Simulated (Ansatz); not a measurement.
System: C4H5GeO (charge -1, singlet). It need not be the lowest isomer of its formula. Whether it binds its extra electron was not tested at this geometry. 
Structure (B3LYP-D3(BJ)/def2-TZVP (Ansatz, a first-principles code) minimum search):
```
C
C 1 1.3621
O 1 1.4426 2 114.37
C 3 1.3552 1 103.29 2 0.00
C 4 1.3603 3 111.06 1 0.00
H 4 1.0815 3 115.46 1 -180.00
H 5 1.0848 4 123.64 6 0.00
Ge 1 1.9102 2 131.23 5 180.00
H 8 1.5433 1 111.05 2 0.00
H 8 1.5630 9 106.29 1 -125.32
H 8 1.5630 9 106.29 10 -109.37
```
Charge -1, spin multiplicity 1.

Basis-set convergence of Hartree-Fock and CCSD(T) correlation energies (hartree) with Ansatz. Cores are frozen in the correlated levels unless marked. Spin-orbit coupling is left out. Frozen are the shells of the preceding noble gas and the d and f shells that filled before the atom's block. Non-relativistic.

```json
[
 {"basis": "aug-cc-pVDZ", "functions": "196", "E(HF)": "-2304.50501", "E(corr, CCSD(T))": "-0.93430"},
 {"basis": "aug-cc-pVTZ", "functions": "404", "E(HF)": "-2304.62850", "E(corr, CCSD(T))": "-1.09868"},
 {"basis": "aug-cc-pVQZ", "functions": "723", "E(HF)": "-2304.64526", "E(corr, CCSD(T))": "-1.14802"}
]
```

Extrapolating the two largest sets (X = 3 and 4) as X^-3: E(corr) = (64·(-1.14802) - 27·(-1.09868))/37 = -1.1840 Eh, an estimate of the basis-set limit. The largest set recovers 97.0 % of it, the smallest 78.9 %.
